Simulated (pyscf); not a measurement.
# H₃Si–SiH₂–PH•, doublet

Gas-phase minimum from PySCF at ωB97X-D3(BJ)/def2-SVP, one conformer. H₃Si–SiH₂–PH• lies 6.4 kcal/mol over its isomer H₃Si–P•–SiH₃ (electronic energy, ωB97M-D3(BJ)). 

```xyz
9

Si    -1.2558    -1.6533    -1.1085
Si     0.2731    -0.6310     0.3344
P      2.2695    -0.6633    -0.6933
H     -1.2807    -0.9007    -2.3975
H     -0.8224    -3.0557    -1.3765
H     -2.6304    -1.6692    -0.5265
H      0.3607    -1.3884     1.6168
H     -0.1590     0.7695     0.6266
H      1.8159     0.2704    -1.6768
```
Charge 0, spin multiplicity 2.

Bonds (Å): Si1–Si2 2.338, Si1–H4 1.493, Si1–H5 1.492, Si1–H6 1.493, Si2–P3 2.246, Si2–H7 1.492, Si2–H8 1.495, P3–H9 1.430. Bond angles (°): Si2–Si1–H4 108.9, Si2–Si1–H5 109.4, Si2–Si1–H6 111.5, H4–Si1–H5 108.9, H4–Si1–H6 109.1, H5–Si1–H6 109.1, Si1–Si2–P3 107.0, Si1–Si2–H7 110.3, Si1–Si2–H8 110.0, P3–Si2–H7 109.5, P3–Si2–H8 111.1, H7–Si2–H8 108.9, Si2–P3–H9 91.3.

Properties at ωB97X-D3(BJ)/def2-SVP:

```
Quantity                                                                                                                                                                                                                            Value
---------------------------------------------------------------------------------------------------------------------  ------------------------------------------------------------------------------------------------------------------
Harmonic wavenumbers, unscaled                                                                                         101, 105, 177, 365, 423, 480, 503, 514, 663, 720, 809, 890, 935, 952, 957, 2227, 2243, 2247, 2252, 2256, 2423 cm⁻¹
Zero-point energy                                                                                                                                                                                                           31.8 kcal/mol
Rotational symmetry number                                                                                                                                                                                                              1
Entropy of this conformer at 298 K and 1 atm, rigid rotor and harmonic oscillator, modes under 100 cm⁻¹ raised to 100                                                                                                     342.4 J/(mol K)
Dipole moment                                                                                                                                                                                                                      0.87 D
Spin expectation value S2                                                                                                                                                                                                           0.754
```

Single-point totals, which compare only within one level (frozen core for MP2 and CC):

```csv
level,total energy (hartree)
ωB97X-D3(BJ)/def2-TZVP,-924.01188
PBE/def2-TZVP,-923.46140
r²SCAN/def2-TZVP,-923.85050
B3LYP-D3(BJ)/def2-TZVP,-924.01501
PBE0-D3(BJ)/def2-TZVP,-923.56213
M06-2X/def2-TZVP,-923.85298
ωB97M-D3(BJ)/def2-TZVP,-924.05270
UHF/def2-TZVPP,-922.10530
MP2/def2-TZVPP,-922.48893
CCSD/def2-TZVPP,-922.55423
CCSD(T)/def2-TZVPP,-922.57158
```

Soft torsions are taken as harmonic, which can shift the entropy by several J/(mol K). The CCSD(T) − MP2 part came from Ansatz, without density fitting, on the same reference.
